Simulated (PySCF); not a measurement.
Job file and geometry (Å, from PBE0-D3(BJ)/def2-SVP) of a spin–spin coupling run on SMILES C=[C](C)[GeH2][C](F)(F)F, C4H7F3Ge, B3LYP/pcJ-1 Ge:pcSseg-1 indirect spin-spin coupling, non-relativistic, gas phase in PySCF; density fitting, a coarse starting grid and PySCF grid level 2 are the driver's defaults:

```
$ OMP_NUM_THREADS=1 python probes_run.py task.json out

{"job": {"kind": "j", "xc": "B3LYP", "basis": "pcJ-1"}, "charge": 0, "multiplicity": 1}
C     -0.891417     1.886497     0.507760
C     -0.757546     0.618260     0.099951
C     -1.713662    -0.474778     0.474848
Ge     0.748750     0.156572    -1.035598
C      1.906634    -1.146702    -0.053205
F      1.200776    -2.212766     0.367785
F      2.462796    -0.590822     1.030815
F      2.904233    -1.613294    -0.816454
H     -1.727457     2.188628     1.150771
H     -0.183196     2.671738     0.226459
H     -2.509875    -0.103945     1.138319
H     -2.187782    -0.911428    -0.420144
H     -1.192973    -1.301329     0.984396
H      0.310644    -0.566857    -2.319912
H      1.615213     1.384416    -1.344140
```

Problem. What does the program print?

Solution. 
```
coarse grid: 61344 points
cycle   1  E = -2532.8000207167  dE =  2.115e-01  |g| = 1.290e+00  |ddm| = 3.353e+00
cycle   2  E = -2532.5505455046  dE =  2.495e-01  |g| = 1.790e+00  |ddm| = 1.490e+00
cycle   3  E = -2532.9883322659  dE = -4.378e-01  |g| = 1.817e-01  |ddm| = 1.004e+00
cycle   4  E = -2532.9925715727  dE = -4.239e-03  |g| = 7.702e-02  |ddm| = 1.238e-01
cycle   5  E = -2532.9932342743  dE = -6.627e-04  |g| = 1.446e-02  |ddm| = 4.527e-02
cycle   6  E = -2532.9932713811  dE = -3.711e-05  |g| = 7.093e-03  |ddm| = 1.493e-02
cycle   7  E = -2532.9932833236  dE = -1.194e-05  |g| = 1.149e-03  |ddm| = 6.100e-03
cycle   8  E = -2532.9932836586  dE = -3.351e-07  |g| = 3.431e-04  |ddm| = 1.408e-03
final grid: 130288 points
cycle   9  E = -2532.9933317444  dE = -1.027e-07  |g| = 4.816e-04  |ddm| = 2.682e-03
cycle  10  E = -2532.9933316880  dE =  5.639e-08  |g| = 7.517e-04  |ddm| = 7.471e-04
cycle  11  E = -2532.9933317852  dE = -9.714e-08  |g| = 6.866e-05  |ddm| = 4.455e-04
cycle  12  E = -2532.9933317863  dE = -1.102e-09  |g| = 1.614e-05  |ddm| = 6.312e-05
cycle  13  E = -2532.9933317863  dE = -5.002e-11  |g| = 7.094e-06  |ddm| = 1.478e-05
converged SCF energy = -2532.9933317863

Indirect spin-spin couplings (Hz)
  i      j    bonds     total        FC       PSO       DSO        SD
  0 C    1 C    1     71.527    81.345   -10.082     0.264         -
  0 C    2 C    2     -0.332     0.046    -0.361    -0.017         -
  0 C    4 C    3      3.698     3.732     0.008    -0.042         -
  0 C    5 F    4      1.061     0.727     0.307    -0.201     0.228
  0 C    7 F    4      1.592     1.827     0.291    -0.351    -0.176
  0 C    8 H    1    164.613   163.642     0.277     0.693         -
  0 C    9 H    1    171.172   170.113     0.305     0.754         -
  0 C   10 H    3      9.273     9.584    -0.402     0.090         -
  0 C   11 H    3      7.846     7.935     0.217    -0.307         -
  0 C   12 H    3      8.376     8.459     0.214    -0.297         -
  0 C   13 H    3      4.814     5.224     0.191    -0.600         -
  0 C   14 H    3      1.588     1.685    -0.173     0.076         -
  1 C    2 C    1     41.357    42.548    -1.482     0.291         -
  1 C    4 C    2      4.052     4.140    -0.107     0.019         -
  1 C    5 F    3     -2.512    -2.380    -0.155     0.110    -0.087
  1 C    6 F    3     -0.965    -1.033     0.025     0.060    -0.017
  1 C    7 F    3      9.282     9.736     0.071    -0.454    -0.071
  1 C    8 H    2     -1.507     0.199    -1.498    -0.208         -
  1 C    9 H    2      1.248     2.762    -1.359    -0.156         -
  1 C   10 H    2     -3.887    -3.780    -0.172     0.066         -
  1 C   11 H    2     -7.073    -7.246     0.012     0.161         -
  1 C   12 H    2     -7.066    -7.224    -0.043     0.201         -
  1 C   13 H    2      7.672     8.234    -0.045    -0.517         -
  1 C   14 H    2      8.454     9.135    -0.156    -0.525         -
  2 C    4 C    3     -0.093    -0.089    -0.031     0.027         -
  2 C    5 F    4      3.310     3.461    -0.387     0.218     0.018
  2 C    8 H    3      9.585     9.681    -0.150     0.054         -
  2 C    9 H    3     13.678    13.724     0.378    -0.424         -
  2 C   10 H    1    135.498   133.715     1.040     0.742         -
  2 C   11 H    1    132.909   130.954     1.168     0.787         -
  2 C   12 H    1    135.969   134.099     1.037     0.833         -
  2 C   13 H    3     -0.149    -0.104     0.006    -0.050         -
  2 C   14 H    3      5.021     5.482     0.238    -0.699         -
  4 C    5 F    1   -396.499  -374.334   -33.233     1.664     9.404
  4 C    6 F    1   -399.042  -373.249   -36.039     1.652     8.594
  4 C    7 F    1   -401.276  -375.771   -35.779     1.636     8.639
  4 C    8 H    4      0.889     0.981     0.118    -0.210         -
  4 C    9 H    4     -0.469    -0.296    -0.023    -0.151         -
  4 C   10 H    4     -0.220    -0.183     0.121    -0.157         -
  4 C   11 H    4     -0.857    -0.786    -0.030    -0.041         -
  4 C   12 H    4     -1.026    -1.099    -0.286     0.359         -
  4 C   13 H    2     11.967    12.296    -0.215    -0.114         -
  4 C   14 H    2     11.930    12.295    -0.203    -0.162         -
  5 F    6 F    2     78.031    25.264    -8.132     0.153    60.747
  5 F    7 F    2     83.037    25.509    -3.813     0.111    61.230
  5 F    8 H    5     -0.611    -0.429     0.579    -0.705    -0.056
  5 F    9 H    5     -0.659    -0.232     0.731    -1.044    -0.115
  5 F   10 H    5      1.418     1.405     0.303    -0.361     0.071
  5 F   11 H    5     -0.674    -0.559    -0.547     0.407     0.025
  5 F   12 H    5      2.675     2.595    -2.647     2.384     0.343
  5 F   13 H    3     -3.578    -3.406     0.223    -0.199    -0.196
  5 F   14 H    3     25.861    27.661     1.048    -2.981     0.133
  6 F    7 F    2     75.698    25.913   -10.437     0.065    60.156
  6 F    8 H    5     -0.245    -0.093     0.311    -0.457    -0.005
  6 F    9 H    5     -0.222     0.014    -0.285     0.085    -0.036
  6 F   12 H    5      0.438     0.060     0.100     0.420    -0.143
  6 F   13 H    3     27.879    29.661     1.009    -2.943     0.151
  6 F   14 H    3     -3.468    -3.371     0.073     0.057    -0.226
  7 F    8 H    5      2.634     2.900     0.883    -1.218     0.069
  7 F    9 H    5      0.317     0.816     0.651    -1.063    -0.087
  7 F   10 H    5      1.031     1.336     0.930    -1.217    -0.018
  7 F   11 H    5     -0.419    -0.092     0.632    -0.905    -0.054
  7 F   12 H    5     -0.267    -0.054     0.592    -0.789    -0.015
  7 F   13 H    3     -3.254    -3.196     0.063     0.138    -0.259
  7 F   14 H    3     -2.932    -2.687     0.275    -0.308    -0.212
  8 H    9 H    2      2.696     2.144     3.447    -2.895         -
  8 H   10 H    4     -0.359    -0.532    -1.498     1.671         -
  8 H   11 H    4     -3.143    -3.161     0.953    -0.934         -
  8 H   12 H    4     -3.044    -3.076     0.948    -0.916         -
  8 H   13 H    4      1.376     2.201     1.022    -1.847         -
  8 H   14 H    4     -0.455    -0.276     0.962    -1.141         -
  9 H   10 H    4     -0.286    -0.268     1.420    -1.438         -
  9 H   11 H    4     -2.942    -2.858     1.471    -1.555         -
  9 H   12 H    4     -2.698    -2.614     1.435    -1.520         -
  9 H   13 H    4     -1.375     0.251     0.649    -2.275         -
  9 H   14 H    4      0.884    -0.149    -1.321     2.355         -
 10 H   11 H    2    -13.915   -14.291     2.522    -2.146         -
 10 H   12 H    2    -13.691   -14.090     2.432    -2.033         -
 10 H   13 H    4     -0.762    -0.438     0.962    -1.286         -
 10 H   14 H    4      3.748     4.667     1.056    -1.975         -
 11 H   12 H    2    -20.394   -20.977     2.264    -1.681         -
 11 H   13 H    4     -0.395    -0.937    -0.824     1.366         -
 11 H   14 H    4     -1.339     0.385     0.864    -2.587         -
 12 H   13 H    4     -1.078    -0.714     0.133    -0.497         -
 12 H   14 H    4     -1.465     0.332     0.924    -2.720         -
 13 H   14 H    2     14.686    18.159     0.894    -4.367         -
```

Size and cost of the density-fitted run: 300 basis functions, 2.3 min wall time on 1 thread of an Arm Neoverse V2, shared host; peak memory 1.3 GiB.
